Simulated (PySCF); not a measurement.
Delta-SCF ions had no search for a lower state. 

**H₂IOSi, SMILES `[SiH2](I)[O-]` (charge -1, multiplicity 1)**

The numbers are results of PySCF with PBE-D3(BJ)/def2-TZVPD // CAM-B3LYP-D3(BJ)/def2-TZVPD, not measurements.

```
Quantity                                                 Result
--------------------------------------  -----------------------
HOMO                                                   -1.11 eV
vertical detachment energy (Delta-SCF)                  4.06 eV
total energy                                       -18056.64 eV
cost                                    roughly 70 core-seconds
```

Bonded distances (Å): O1–Si2 1.540, Si2–I3 2.631, Si2–H4 1.495, Si2–H5 1.495. Bond angles (°): O1–Si2–I3 114.5, O1–Si2–H4 119.0, O1–Si2–H5 119.0, I3–Si2–H4 97.0, I3–Si2–H5 97.0, H4–Si2–H5 106.1.
Charge -1, spin multiplicity 1.
